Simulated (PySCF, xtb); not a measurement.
W(NH)(S)(OH)(NH2) (H4N2OSW), SMILES [NH]=[W]([NH2])([OH])=[S], multiplicity 1. One conformer was computed; it need not be the lowest.

Harmonic wavenumbers (cm⁻¹) from xtb with GFN2-xTB at its own minimum, in rising order: 137, 148, 160, 176, 199, 270, 344, 431, 463, 479, 482, 490, 517, 533, 617, 909, 1462, 3239, 3288, 3321, 3550.

Problem. What does PBE0-D3(BJ)/def2-SVP (PySCF) give at its own minimum? (Estimate from the structure and the level; the computed values follow.)

Solution. 180, 191, 204, 226, 229, 285, 375, 479, 525, 568, 599, 642, 681, 721, 736, 1021, 1511, 3589, 3648, 3697, 3926. Paired by order, the mean absolute difference is 134 cm⁻¹ and the zero-point energies are 30.3 and 34.4 kcal/mol.
